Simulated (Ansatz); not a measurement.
A nudged elastic band was laid between two geometries of C$_{2}$H$_{6}$BClO (11 atoms, charge 0, multiplicity 1).

Computed with RKS CAM-B3LYP/6-31G (Ansatz).

```yaml
movable_images: 7
climbing_image: yes
spring: 5.0 eV/Å²
optimiser: quadratic models (default)
start_path: IDPP
force_threshold: 0.05 eV/Å
iteration_limit: 48
end_points: relaxed
```

First end point:

```xyz
11
Properties=species:S:1:pos:R:3
B 1.098 1.556 -0.525
C 0.001 0.589 0.024
Cl 0.344 0.707 -2.294
O 0.294 -0.574 0.552
C -0.740 -1.590 0.768
H 2.228 1.213 -0.395
H 0.814 2.712 -0.545
H -1.066 0.828 -0.021
H -1.723 -1.119 0.848
H -0.476 -2.104 1.688
H -0.709 -2.275 -0.080
```

Last end point:

```xyz
11
Properties=species:S:1:pos:R:3
B 1.081 1.602 -0.409
C 0.137 0.532 0.225
Cl -0.504 1.532 -1.793
O 0.374 -0.754 0.131
C -0.667 -1.738 0.440
H 2.063 1.204 -0.943
H 1.056 2.683 0.090
H -0.775 0.802 0.766
H -1.160 -2.000 -0.496
H -1.384 -1.320 1.151
H -0.156 -2.600 0.860
```

Problem. What changes between the two ends?

Solution. No bond is made or broken. The dihedral C2–O4–C5–H9 goes from -24 to 94°. The two ends are copies of one structure, up to a mirror image or an exchange of like atoms.

Problem. What energy profile does the band end with?

Solution. It converged. The highest image is number 4 of 0 to 8, 0.7 kcal/mol above the ends, which have the same energy within 2 meV. A vibrational analysis at the climbing image gives one clearly imaginary mode, 110i cm⁻¹: a first-order saddle point. Limits of this set-up: no polarisation functions.

```
image  path coordinate (Å)  energy (kcal/mol)  dihedral C2–O4–C5–H9 (°)
    0                 0.00                0.0                       -24
    1                 0.39                0.1                        -9
    2                 0.78                0.4                         6
    3                 1.17                0.6                        22
    4                 1.56                0.7                        37
    5                 1.97                0.6                        52
    6                 2.37                0.3                        66
    7                 2.78                0.1                        80
    8                 3.18                0.0                        94
```

Problem. What is the geometry of the highest image?

Solution. 
```xyz
11
Properties=species:S:1:pos:R:3
B 1.093 1.580 -0.467
C 0.087 0.556 0.147
Cl -0.261 1.285 -2.051
O 0.364 -0.722 0.249
C -0.686 -1.693 0.584
H 2.154 1.158 -0.796
H 0.973 2.710 -0.114
H -0.905 0.854 0.499
H -1.624 -1.399 0.111
H -0.788 -1.742 1.669
H -0.341 -2.645 0.190
```

Problem. What are the harmonic wavenumbers there?

Solution. 110i, 86, 210, 277, 337, 423, 482, 765, 783, 954, 1000, 1010, 1051, 1174, 1193, 1233, 1369, 1462, 1525, 1544, 1546, 2650, 2748, 3105, 3147, 3204, 3246 cm⁻¹.

Time of the run: 2.7 min on 1 thread of Arm Neoverse V1 (shared host), peak memory 0.16 GiB.
